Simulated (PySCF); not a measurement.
MZn cations for M along the third period

r²SCAN with double-zeta basis sets in PySCF, for the lowest determinant that a PBE0 search found; no spin–orbit coupling. De refers to high-spin ground-configuration atoms (the charge goes to the atom of lower measured ionisation energy or higher electron affinity, which is not always the lowest computed limit). A positive dipole points towards Zn; it is taken about the centre of mass and depends on that origin.

| M | basis | charged atom | state (unpaired electrons) | Re (Å) | ωe (cm⁻¹) | De (eV) | μ (D) |
| --- | --- | --- | --- | --- | --- | --- | --- |
| Na | 6-31G(d,p) | Na+ | singlet (closed shell) | 2.718 | 204 | 0.83 | -6.06 |
| Mg | 6-31G(d,p) | Mg+ | doublet (σ ↑) | 2.574 | 248 | 1.55 | -3.84 |
| Al | 6-31G(d,p) | Al+ | singlet (closed shell) | 2.697 | 182 | 1.09 | -2.88 |
| Si | def2-SVP | Si+ | doublet (π ↑) | 2.487 | 250 | 2.16 | -0.35 |
| P | x2c-SVPall | Zn+ | triplet (π ↑↑) | 2.295 | 311 | 2.21 | 1.39 |
| S | def2-SVP | Zn+ | doublet (π ↑) | 2.154 | 400 | 2.18 | 4.08 |
| Cl | x2c-SVPall | Zn+ | singlet (closed shell) | 2.060 | 459 | 2.64 | 5.15 |

Q: By what factor does the well depth vary along the series?

A: At r²SCAN it runs from 0.83 eV (NaZn⁺) to 2.64 eV (ZnCl⁺), a factor of 3.18.

The rows differ in basis set, which adds steps of its own.

The state changes along the series, so neighbouring rows are not always alike in their bonding.

Closed-shell solutions of metal pairs were not tested for spin polarisation, which can lower them a little. For an ion De counts to the pair picked by the measured ionisation energies or electron affinities, which need not be the lowest pair at this level. States were picked by a PBE0 search and need not be the measured ground states.
